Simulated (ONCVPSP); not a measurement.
# Scattering properties, ONCV potential for tin

ONCVPSP 4.0.1 input, shortened (lines: element, Z, core and valence counts, functional; n l f; lmax; l rc ep ncon nbas qcut; lloc lpopt rc5 dvloc0; l nproj debl; icmod fcfact rcfact), PBE, non-relativistic:

```
  Sn 50.00    6    5        4      upf
    1    0    2.00
    2    0    2.00
    2    1    6.00
    3    0    2.00
    3    1    6.00
    3    2   10.00
    4    0    2.00
    4    1    6.00
    4    2   10.00
    5    0    2.00
    5    1    2.00
    2
    0    1.45    0.00    4    8    7.00
    1    1.40    0.00    4    8   10.40
    2    1.35    0.00    3    8   12.80
    4    5    0.95    0.00
    0    3    1.00
    1    2    2.40
    2    2    3.30
    0    0.00    0.00
```

The phase is arctan(r·R′/R) of the radial function R(r), unwrapped; energies in Ha, scanned from -6 to 5 Ha. A pole is an energy at which the radial function vanishes at the test radius. The pseudo phase is shifted by a multiple of π to meet the all-electron one at the reference energy, and phase errors are pseudo minus all-electron; the curves can meet again beyond the range given. Levels narrower than the energy grid can be missing from the lists of poles.

For each channel, where are the poles, and over which energies does the pseudopotential scatter like the atom?

| channel | radius (bohr) | reference energy (Ha) | poles, all-electron | poles, pseudo | unbroken range about the reference energy with phases within 0.05 rad | phase error 1 Ha above the reference energy (rad) |
| --- | --- | --- | --- | --- | --- | --- |
| s | 1.47 | -0.36 | -4.14 | -4.14 | the whole range | +0.000 |
| p | 1.42 | -0.14 | -2.49 | -2.49 | the whole range | -0.000 |
| d | 1.37 | -1.00 | 0.42 | 0.42 | the whole range | -0.000 |

Phases in the p channel:

| E (Ha) | all-electron | pseudo |
| --- | --- | --- |
| -5.96 | 1.177 | 1.177 |
| -5.68 | 1.141 | 1.141 |
| -5.40 | 1.094 | 1.093 |
| -5.12 | 1.027 | 1.026 |
| -4.84 | 0.925 | 0.925 |
| -4.56 | 0.757 | 0.756 |
| -4.28 | 0.443 | 0.443 |
| -4.00 | -0.129 | -0.129 |
| -3.72 | -0.763 | -0.763 |
| -3.44 | -1.145 | -1.145 |
| -3.16 | -1.347 | -1.347 |
| -2.88 | -1.467 | -1.467 |
| -2.60 | -1.547 | -1.547 |
| -2.32 | -1.606 | -1.606 |
| -2.04 | -1.652 | -1.652 |
| -1.76 | -1.692 | -1.692 |
| -1.48 | -1.728 | -1.728 |
| -1.20 | -1.762 | -1.762 |
| -0.92 | -1.796 | -1.796 |
| -0.64 | -1.831 | -1.831 |
| -0.36 | -1.868 | -1.868 |
| -0.08 | -1.909 | -1.909 |
| 0.20 | -1.957 | -1.957 |
| 0.48 | -2.013 | -2.013 |
| 0.76 | -2.082 | -2.082 |
| 1.04 | -2.168 | -2.168 |
| 1.32 | -2.280 | -2.280 |
| 1.60 | -2.429 | -2.430 |
| 1.88 | -2.629 | -2.631 |
| 2.16 | -2.888 | -2.891 |
| 2.44 | -3.191 | -3.195 |
| 2.72 | -3.492 | -3.496 |
| 3.00 | -3.746 | -3.751 |
| 3.28 | -3.942 | -3.946 |
| 3.56 | -4.087 | -4.091 |
| 3.84 | -4.195 | -4.199 |
| 4.12 | -4.277 | -4.281 |
| 4.40 | -4.341 | -4.345 |
| 4.68 | -4.393 | -4.396 |
| 4.96 | -4.435 | -4.438 |
